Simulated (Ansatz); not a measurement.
Isolated molecules relaxed with PBE0-D4/def2-TZVP in Ansatz; ΔE leaves out vibrations. CBS: MP2 limit from def2 TZ/QZ plus the TZ coupled-cluster correction, frozen cores. DFT in def2-TZVPP. B3LYP here is the variant with VWN-RPA as its local correlation; programs differ in this. Elements past krypton have def2 core potentials. For In, Sn outer-core shells are correlated without core-valence functions, which leaves a few kJ/mol of doubt a bond. Each species was taken in one conformer, which may not be the lowest.

Reaction (formal exchange of groups at the Si–C bond): `C=[C]([SiH3])[InH2]` + `Cl[CH2][SnH3]` → `[SiH3][SnH2][CH2]Cl` + `C=[CH][InH2]`

`C=[C]([SiH3])[InH2]`:

Cartesian coordinates in Å:
```
C 0.297 -1.395 0.745
C 0.017 -0.241 0.128
Si 1.379 0.877 -0.451
In -2.065 0.231 -0.146
H -0.473 -2.080 1.101
H 1.321 -1.725 0.931
H 1.259 2.215 0.194
H 1.282 1.091 -1.922
H 2.718 0.305 -0.132
H -3.155 -0.955 0.480
H -2.580 1.677 -0.928
```

`Cl[CH2][SnH3]`:

Z-matrix (Å, degrees):
```
C
Sn 1 2.158
Cl 1 1.782 2 110.6
H 1 1.089 2 111.0 3 119.4
H 1 1.089 2 111.0 3 -119.4
H 2 1.710 1 108.8 3 -179.9
H 2 1.703 1 108.4 3 60.2
H 2 1.703 1 108.4 3 -60.0
```

`[SiH3][SnH2][CH2]Cl`:

Cartesian coordinates in Å:
```
Si 1.487 -1.220 -0.528
Sn 0.312 0.701 0.690
C -1.778 0.664 0.125
Cl -1.933 0.466 -1.641
H 0.691 -2.465 -0.365
H 2.840 -1.437 0.052
H 1.623 -0.908 -1.972
H 0.933 2.230 0.251
H 0.395 0.549 2.395
H -2.293 -0.171 0.596
H -2.279 1.591 0.398
```

`C=[CH][InH2]`:

Z-matrix (Å, degrees):
```
C
C 1 1.332
H 1 1.089 2 122.4
H 1 1.088 2 122.2 3 -180.0
In 2 2.135 1 121.1 3 180.0
H 2 1.089 1 117.6 3 0.0
H 5 1.724 2 122.0 1 -179.9
H 5 1.728 2 115.9 1 0.1
```

| level | ΔE (kJ/mol) | difference from CCSD(T)/CBS |
| --- | --- | --- |
| PBE-D4 | -29.5 | -4.7 |
| r2SCAN-D4 | -24.9 | -0.1 |
| PBE0-D4 | -28.5 | -3.7 |
| B3LYP-D4 | -24.5 | 0.3 |
| ωB97X-V | -23.4 | 1.4 |
| ωB97M-V | -22.0 | 2.8 |
| B2PLYP | -23.0 | 1.8 |
| PBE | -30.6 | -5.8 |
| r2SCAN | -25.0 | -0.2 |
| PBE0 | -29.2 | -4.4 |
| B3LYP | -26.4 | -1.6 |
| HF/def2-TZVPP | -19.9 | 4.9 |
| MP2/def2-TZVPP | -18.7 | 6.1 |
| SCS-MP2/def2-TZVPP | -17.6 | 7.2 |
| CCSD/def2-TZVPP | -21.7 | 3.1 |
| CCSD(T)/def2-TZVPP | -20.9 | 3.9 |
| HF/def2-QZVPP | -19.2 | 5.6 |
| MP2/def2-QZVPP | -20.7 | 4.1 |
| SCS-MP2/def2-QZVPP | -19.4 | 5.4 |
| HF/CBS(def2) | -19.1 | 5.7 |
| MP2/CBS(def2) | -22.6 | 2.2 |
| CCSD/CBS(def2) | -25.6 | -0.8 |
| CCSD(T)/CBS | -24.8 | 0 |

Largest T1 diagnostic among the species: 0.014.
